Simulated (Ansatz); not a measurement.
`[SiH3][CH]1[NH][AlH]1` + `BNC=C` → `BN([SiH3])C=C` + `[CH2]1[NH][AlH]1` at 298.15 K and 1 bar (ligand exchange at the Si–C bond).

Calculated with Ansatz (gas phase, PBE0-D4/def2-TZVP geometries, no zero-point term in ΔE). CCSD(T)/CBS is the MP2 limit (def2-TZVPP, def2-QZVPP) plus CCSD(T) − MP2 in def2-TZVPP, frozen cores. One conformer a species, not always the lowest.

```
                species  CCSD(T)/CBS energy (Eh)  H − E (kJ/mol)  S (J/(mol·K))
`[SiH3][CH]1[NH][AlH]1`               -627.40419           184.3          327.3
                `BNC=C`               -159.21916           230.1          284.8
        `BN([SiH3])C=C`               -449.51164           274.7          332.8
     `[CH2]1[NH][AlH]1`               -337.12157           139.0          270.1
```

H − E and S are ideal-gas, rigid-rotor, harmonic terms from PBE0-D4/def2-TZVP, for one conformer and one mirror image of each species. 1 Eh = 2625.50 kJ/mol, R = 8.31446 J/(mol·K).

Task: By hand: ΔE, ΔH, ΔS and ΔG.

Result: ΔE = (-449.51164) + (-337.12157) − (-627.40419) − (-159.21916) = -0.00986 Eh = -25.9 kJ/mol. Δ(H − E) = 274.7 + 139.0 − 184.3 − 230.1 = -0.7, so ΔH = -26.6 kJ/mol. ΔS = 332.8 + 270.1 − 327.3 − 284.8 = -9.2 J/(mol·K). ΔG = -26.6 − 298.15 × (-9.2)/1000 = -23.9 kJ/mol.

Task: By hand: the equilibrium constant, and the temperature at which ΔG would vanish if ΔH and ΔS stayed fixed.

Result: log₁₀ K = −ΔG/(RT ln 10) = 4.2. ΔG = 0 at ΔH/ΔS = 2891 K, far beyond where these terms or the molecules hold.

The number of gas molecules stays the same, so ΔS is small and ΔH decides. A doubt of 5 kJ/mol in ΔE shifts log₁₀ K by 0.9 here. Other conformers and mirror images would add mixing entropy, several J/(mol·K) or more a flexible species. These are equilibria of isolated gas molecules and say nothing of rates. Largest T1 diagnostic: 0.015 (customary marks: 0.02 for closed shells, 0.045 for open ones).
